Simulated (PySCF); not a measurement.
Species: C₂H₅BN₂.
Geometry (PBE0-D3(BJ)/def2-SVP, Å), atoms numbered from 1 in this order:
```
atom  x, y, z in Å
C1     2.439    0.221    0.252
C2     1.233    0.111    0.125
B3    -0.304   -0.030   -0.036
N4    -1.075    1.143   -0.194
N5    -0.866   -1.327   -0.019
H6     3.503    0.319    0.365
H7    -2.079    1.151   -0.303
H8    -0.652    2.059   -0.201
H9    -0.295   -2.150    0.099
H10   -1.854   -1.517   -0.109
```

Computed, not measured: PySCF, PBE0-D3(BJ)/def2-SVP geometry optimisation, gas phase.

Take the most abundant isotopes and a rigid rotor. 

**Question.** Give the principal moments of inertia and the rotational constants in cm⁻¹.

**Answer.** Ia = 55.91, Ib = 138.10, Ic = 194.02 u·Å²; 505379 MHz·u·Å²/I gives 9039, 3659 and 2605 MHz, that is A = 0.30151, B = 0.12206, C = 0.08689 cm⁻¹.

**Question.** What kind of rotor is it?

**Answer.** An asymmetric top: κ = (2 × 3659 − 9039 − 2605)/(9039 − 2605) = -0.67.

**Question.** What does the inertial defect say?

**Answer.** Planar: Δ = Ic − Ia − Ib = 0.00 u·Å². For a rigid frame Δ = −2 Σ m c², so it vanishes when all atoms lie in the ab plane; here none is more than 0.01 Å from it.

**Question.** Which types of transition are allowed, and where do some lines up to J = 5 fall?

**Answer.** The dipole components are |μa| = 1.60 D, |μb| = 0.00 D, |μc| = 0.00 D; the symmetry axis of this C2v structure is a, so μb and μc vanish by symmetry and there are no b-type or c-type lines. Some lines, for components of 0.1 D or more:

```csv
type,branch,"J(Ka,Kc)",MHz,lower level (cm⁻¹)
a,Q,"1(1,0) ← 1(1,1)",1055,0.388
a,Q,"4(2,2) ← 4(2,3)",1961,2.874
a,Q,"2(1,1) ← 2(1,2)",3164,0.771
a,R,"1(0,1) ← 0(0,0)",6264,0.000
a,Q,"3(1,2) ← 3(1,3)",6315,1.342
a,Q,"4(1,3) ← 4(1,4)",10464,2.100
a,R,"2(1,2) ← 1(1,1)",11474,0.388
a,R,"2(0,2) ← 1(0,1)",12388,0.209
a,Q,"5(1,4) ← 5(1,5)",15498,3.040
a,R,"3(1,2) ← 2(1,1)",20280,0.877
a,R,"4(2,3) ← 3(2,2)",24947,2.042
a,R,"4(1,3) ← 3(1,2)",26847,1.553
a,R,"5(1,5) ← 4(1,4)",28181,2.100
a,R,"5(0,5) ← 4(0,4)",29046,2.024
a,R,"5(2,4) ← 4(2,3)",31010,2.874
a,R,"5(3,3) ← 4(3,2)",31692,3.874
a,R,"5(1,4) ← 4(1,3)",33215,2.449
```

**Question.** Estimate the classical rotational partition function at 25 K, 50 K and 200 K.

**Answer.** Point group C2v, symmetry number σ = 2; q = (√π/σ)·√((kT/h)³/(ABC)), k/h = 20836.6 MHz/K: 1140 at 25 K, 3210 at 50 K, 25700 at 200 K.

Whether it is a minimum is left open (no frequencies). Constants of a rigid frame at the computed geometry: no zero-point averaging, no centrifugal distortion. Quadrupole hyperfine structure (11B, 14N) is left out.
